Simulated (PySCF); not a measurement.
C4H7FSi, SMILES C=C/C=C(\F)[SiH3].

Geometry: ωB97X-D3(BJ)/def2-SVP. The structure was generated by enumeration; whether it is a known compound was not checked. The values are those of a single conformer.

Two levels are set side by side: TDDFT-PBE/def2-SVPD (PySCF) and TDDFT-LC-ωPBE/def2-SVPD (PySCF). Vertical, same geometry. The lowest singlet is HOMO→LUMO 95 % with PBE and HOMO→LUMO 98 % with the other functional; states are paired by order. Differences are taken from unrounded values.

```
quantity                               TDDFT-LC-ωPBE
-------------------------------------  -------------
lowest singlet excitation (eV)                  5.74
lowest triplet excitation (TDA) (eV)            3.01
first bright state (f over 0.05) (eV)           5.74
its oscillator strength                         0.86
```

### Question
What does TDDFT-PBE give, and how far is it from TDDFT-LC-ωPBE? (An estimate is asked for; the answer gives what the named calculation found.)

### Answer

```json
[
 {"quantity": "lowest singlet excitation (eV)", "TDDFT-PBE": "5.11", "TDDFT-PBE minus TDDFT-LC-ωPBE": "-0.64"},
 {"quantity": "lowest triplet excitation (TDA) (eV)", "TDDFT-PBE": "3.04", "TDDFT-PBE minus TDDFT-LC-ωPBE": "0.03"},
 {"quantity": "first bright state (f over 0.05) (eV)", "TDDFT-PBE": "5.11", "TDDFT-PBE minus TDDFT-LC-ωPBE": "-0.64"},
 {"quantity": "its oscillator strength", "TDDFT-PBE": "0.70", "TDDFT-PBE minus TDDFT-LC-ωPBE": "-0.16"}
]
```

A lower first singlet is the usual sign of a functional without exact exchange. Differences between two approximate levels are no errors against the true value.

Rough cost on one machine, each run with all the roots and properties that it gave: TDDFT-LC-ωPBE against TDDFT-PBE about 8 times.
